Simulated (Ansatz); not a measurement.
Basis-set extrapolation for `N1[SiH2]OP1` (PBE0-D4/def2-TZVP geometry, frozen core, Ansatz). Multiplicity 1, RHF reference.

|  | def2-TZVPP | def2-QZVPP |
| --- | --- | --- |
| HF | -761.463204 | -761.489604 |
| MP2 correlation | -0.704021 | -0.759821 |
| CCSD(T) correlation | -0.766257 | not run |

Energies in hartree. Use E(X) = E(∞) + A·exp(−7.88·√X) for Hartree–Fock and E(X) = E(∞) + B·X^(−2.97) for correlation, with X = 3 and 4, and add CCSD(T) minus MP2 of the smaller set to the MP2 limit.

What is the CCSD(T) energy at the basis-set limit?

HF limit: -761.489604 + (-0.026400) × 0.13774 = -761.49324. MP2 limit: -0.759821 + (-0.055800) × 0.74074 = -0.80115. Higher-order term: -0.766257 − (-0.704021) = -0.06224. Total: -762.35663 hartree, 333.9 kJ/mol below CCSD(T)/def2-TZVPP.
